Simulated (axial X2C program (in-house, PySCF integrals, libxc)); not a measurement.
## What spin–orbit coupling does to CrI⁻

Computed with an in-house all-electron X2C program for linear molecules (integrals from PySCF). Spin-free means the one-electron spin-free X2C Hamiltonian; two-component (2c) means X2C with spin–orbit coupling and atomic mean-field two-electron Coulomb and Gaunt terms, so the difference of the two also holds small scalar two-electron terms. Basis: I dyall-acv3z [12s13p9d5f1g], Cr dyall-acv3z [10s11p7d4f2g] (cores contracted in-house); Gaussian nuclei, density fitting, unrestricted open shells. Masses: I 126.904 u, Cr 51.941 u.

Spin-free state: M_S = 3, Λ = 0 (beyond evenly filled blocks: 2 × σα, π+α, π-α, δ+α, δ-α); fragments I- + Cr.

| level | Re (Å) | ωe (cm⁻¹) | De (eV) | μ (D) |
| --- | --- | --- | --- | --- |
| PBE0 | 2.762 | 156.1 | 0.962 | -4.09 |
| HF | 2.940 | 125.8 | 0.700 | -3.91 |
| MP2 | 2.764 | 160.7 | 1.016 | n/a |
| CCSD | 2.779 | 158.8 | 1.049 | n/a |
| CCSD(T) | 2.768 | 162.1 | 1.064 | n/a |

Correlated methods: 14 electrons correlated (number of frozen shells: I 4 s, 3 p, 2 d; Cr 3 s, 2 p), 374 virtual spin orbitals or spinors in MP2, 89 natural virtuals in coupled cluster.

Dipoles are positive if Cr is the positive end and refer to the centre of mass.

Two-component determinant lowest at the distance of the search:

Ω = 3 (⟨Sz⟩ = 3.00, ⟨Lz⟩ = 0.00 at HF); fragments I- + Cr.

```csv
level,Re (Å),ωe (cm⁻¹),De (eV),μ (D)
PBE0,2.764,155.3,0.959,-4.08
HF,2.944,125.1,0.697,-3.91
MP2,2.767,159.9,1.011,n/a
CCSD,2.782,158.1,1.044,n/a
CCSD(T),2.771,161.4,1.060,n/a
```

(1) From the two tables, how do the constants change at the CCSD(T) level (2c against spin-free)?

One determinant describes the state; a PBE0 search over occupations chose it and may have missed a lower one. De is counted from the lowest determinant-based energies of the atoms at the same level, without counterpoise correction. Density functionals use the spin component along the axis (collinear). Coupled cluster ran in a truncated set of natural virtual spinors; the MP2 energy of the rest was added. (T) has no such correction and the atoms are truncated less, which lowers De at CCSD(T) by a hundredth of an eV or more. PBE0 can misorder states that lie within some tenths of an eV, so this need not be the ground state of the molecule. The nearest other spin-free determinant of the search, M_S = 2, Λ = 0, lies 0.46 eV up at the distance of the search. With several unpaired electrons one determinant need not be a pure state. Open-shell Ω = 0 determinants with evenly filled partner blocks cannot be reached by this program, so the Ω shown need not be the lowest component. The highest occupied level of some functionals is positive through self-interaction error; at Hartree–Fock it is bound. Hartree–Fock gets electron affinities wrong, so its lowest charge split need not be the true one.

Results:

(1) At the CCSD(T) level Re increases by 0.003 Å and ωe goes down by 0.7 cm⁻¹; De changes by -0.004 eV.
